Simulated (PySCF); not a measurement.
Al(H)(Me)(SH) (CH5AlS), SMILES [CH3][AlH][SH].

Coordinates come from a r2SCAN-D4/def2-TZVP optimisation. A frequency run showed that this geometry is not a minimum. Other conformers were not sampled.

Method: TDA-B3LYP/def2-SVPD (PySCF).

Vertical excitations. 

```
state  energy (eV)  λ (nm)      f                              main pairs
-----  -----------  ------  -----  --------------------------------------
S1            5.63     220  0.081                          HOMO→LUMO 94 %
S2            5.73     216  0.001                        HOMO−1→LUMO 98 %
S3            6.04     205  0.008      HOMO−2→LUMO 69 %, HOMO→LUMO+1 24 %
S4            6.13     202  0.085      HOMO→LUMO+1 68 %, HOMO−2→LUMO 28 %
S5            6.43     193  0.005                        HOMO→LUMO+2 82 %
S6            6.85     181  0.127                      HOMO−1→LUMO+1 93 %
S7            7.17     173  0.006                        HOMO→LUMO+3 87 %
S8            7.28     170  0.043  HOMO−2→LUMO+1 59 %, HOMO−1→LUMO+2 27 %
S9            7.37     168  0.089  HOMO−1→LUMO+2 60 %, HOMO−2→LUMO+1 34 %
S10           7.58     164  0.049                      HOMO−2→LUMO+2 84 %
T1            4.80     258      0                          HOMO→LUMO 98 %
T2            5.39     230      0                        HOMO−1→LUMO 87 %
T3            5.66     219      0                        HOMO−2→LUMO 81 %
T4            5.76     215      0      HOMO→LUMO+1 62 %, HOMO→LUMO+2 33 %
```
Triplets are in the Tamm–Dancoff approximation.
